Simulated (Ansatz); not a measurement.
The first iterations of a band of BClH$_{4}$N$_{2}$ (8 atoms, charge 0, multiplicity 1).

Theory: Ansatz, RKS PBE-D4/def2-SVP.

- movable images: 2
- climbing image: no
- spring: 5.0 eV/Å²
- optimiser: quadratic models (default)
- start path: IDPP
- force threshold: 0.05 eV/Å
- iteration limit: 60
- end points: relaxed

Initial state:

```xyz
8
Properties=species:S:1:pos:R:3
N -0.210 1.244 -0.185
B -0.247 -0.170 -0.247
N 0.587 -1.035 0.502
Cl -1.449 -0.927 -1.363
H -0.835 1.819 -0.745
H 0.427 1.771 0.409
H 0.521 -2.046 0.417
H 1.298 -0.713 1.157
```

Final state:

```xyz
8
Properties=species:S:1:pos:R:3
N -0.208 1.244 -0.185
B -0.247 -0.170 -0.249
N 0.583 -1.035 0.505
Cl -1.442 -0.926 -1.374
H 0.423 1.769 0.416
H -0.826 1.821 -0.751
H 0.517 -2.047 0.421
H 1.292 -0.714 1.161
```

| iteration | highest image above the first end (eV) | largest band force component (eV/Å) |
| --- | --- | --- |
| 1 | 0.479 | 0.824 |
| 2 | 0.436 | 0.616 |

Problem. Does the band converge within its limit, and where does its top end?

Solution. The run converged. It ended after 7 iterations with the highest image 0.340 eV above the first end. No image climbed, so the highest image needn't sit at the top of the path. So few images can step over the top or miss a turn of the path.

Time of the run: 30 s on 1 thread of Intel(R) Xeon(R) Processor @ 2.70GHz, on a shared host, peak memory 0.12 GiB.
